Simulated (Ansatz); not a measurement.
Frontier orbitals of `[Br][Mg][Br]`.

Charge 0, multiplicity 1. Correlated methods include outer-core shells of Br, Mg, which these sets cover unevenly. Scalar relativity is left out up to krypton. The structure was optimised at the PBE0-D4/def2-TZVP level. Basis def2-TZVPP, the Gaussian-basis code of Ansatz.

| functional | HOMO (eV) | LUMO (eV) | gap (eV) |
| --- | --- | --- | --- |
| LDA (SPW92) | -7.39 | -2.85 | 4.54 |
| PBE | -7.21 | -2.57 | 4.64 |
| BLYP | -7.03 | -2.53 | 4.50 |
| PBE0 | -8.47 | -1.86 | 6.61 |
| r2SCANh | -8.00 | -1.91 | 6.09 |
| CAM-B3LYP | -9.79 | -1.10 | 8.69 |
| ωB97M-V | -10.68 | -0.43 | 10.25 |

Task: What is the vertical ionisation energy at frozen-core CCSD(T)/def2-TZVPP? (Estimate.)

Result: Ansatz gave: 10.95 eV (T1 of the cation 0.014).

A quarter of exact exchange (PBE0) shifts PBE's HOMO by −1.26 eV and its LUMO by +0.71 eV; full exchange at long range (ωB97M-V) shifts them by −3.47 and +2.14 eV. The gap opens from 4.64 to 10.25 eV, since occupied levels lose self-interaction and empty ones feel all the electrons. −ε(HOMO) differs from that ionisation energy by −3.73 eV with PBE and −0.26 eV with ωB97M-V.
